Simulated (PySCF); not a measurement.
W: excitation energy

W [Xe] 4f14 5d4 6s2 (5D) → W [Xe] 4f14 5d6 (5D), as a difference of total energies. Calculation: PySCF 2.14, in aug-cc-pwCVDZ-PP with ECP60MDF; scalar relativity through the core potential. Correlated levels: valence: 5s2 5p6 frozen; valence and next inner shell: nothing frozen outside the core potential. The calculations carry no spin-orbit coupling.

```tsv
method	excitation energy (eV)
UHF	4.278
LDA	3.695
PBE	3.503
PBE0	3.579
r2SCAN	3.760
M06	3.951
BHandHLYP	3.910
revPBE	3.421
LC-wPBE	3.605
MP2 (valence)	4.017
SCS-MP2 (valence)	4.136
MP2 (valence and next inner shell)	4.276
SCS-MP2 (valence and next inner shell)	4.388
```
